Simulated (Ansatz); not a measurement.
Pulling on the Sb1–Br4 bond in BrH2Sb (SMILES [Br][SbH2]) (multiplicity 1 held, fragments rigid). Energies count from the point at 2.546 Å.
Geometry at that point (charge 0, multiplicity 1):
```xyz
4

Sb    -0.598    -0.607     0.541
H     -0.272    -1.972    -0.449
H     -1.985    -0.243    -0.404
Br     0.937     0.948    -0.764
```

Signs of static correlation in def2-TZVPP, with CASSCF(6,4), from Ansatz (a program for electronic structure) runs.

| R (Å) | T1 of restricted CCSD | ⟨S²⟩ of UHF | largest double amplitude of restricted CCSD | weight of the CASSCF reference in MRCISD | CASSCF natural occupations |
|---|---|---|---|---|---|
| 2.037 | 0.010 | 0.000 | 0.046 | 0.889 | 2.00 2.00 1.99 0.01 |
| 2.291 | 0.011 | 0.000 | 0.044 | 0.887 | 2.00 2.00 1.99 0.02 |
| 2.546 | 0.012 | 0.000 | 0.039 | 0.887 | 2.00 2.00 1.97 0.03 |
| 2.800 | 0.014 | 0.000 | 0.048 | 0.886 | 2.00 2.00 1.95 0.05 |
| 3.055 | [?] | 0.063 | 0.083 | 0.885 | 2.00 2.00 1.92 0.08 |
| 3.437 | 0.031 | 0.721 | 0.164 | 0.884 | 2.00 2.00 1.83 0.17 |
| 3.819 | 0.051 | 0.924 | 0.259 | 0.885 | 2.00 2.00 1.65 0.35 |
| 4.455 | 0.102 | 1.008 | [?] | 0.886 | 2.00 2.00 1.32 0.68 |
| 5.092 | 0.148 | 1.022 | 0.771 | 0.886 | 2.00 2.00 1.13 0.87 |
| 5.855 | 0.173 | 1.025 | 0.989 | 0.886 | 2.00 2.00 1.04 0.96 |
| 6.874 | 0.175 | 1.025 | 1.071 | 0.886 | 2.00 2.00 1.00 1.00 |
| 8.146 | 0.167 | 1.025 | 1.070 | 0.886 | 2.00 2.00 1.00 1.00 |

What belongs in the gaps?


- 3.055, T1 of restricted CCSD: 0.019
- 4.455, largest double amplitude of restricted CCSD: 0.484

Doubts at one or more of the structures used: active orbitals that take no part (SC-NEVPT2 on CASSCF(6,4)/def2-TZVPP); a restricted determinant that unrestricted orbitals would lower (R-CCSD(T)/def2-TZVPP); T1 above 0.05 (R-CCSD(T)/def2-TZVPP, U-CCSD(T)/def2-TZVPP); other coupled-cluster roots lie near (R-CCSD(T)/def2-TZVPP); a spin-contaminated determinant (U-CCSD(T)/def2-TZVPP); the program's own flag: other amplitudes (U-CCSD(T)/def2-TZVPP).
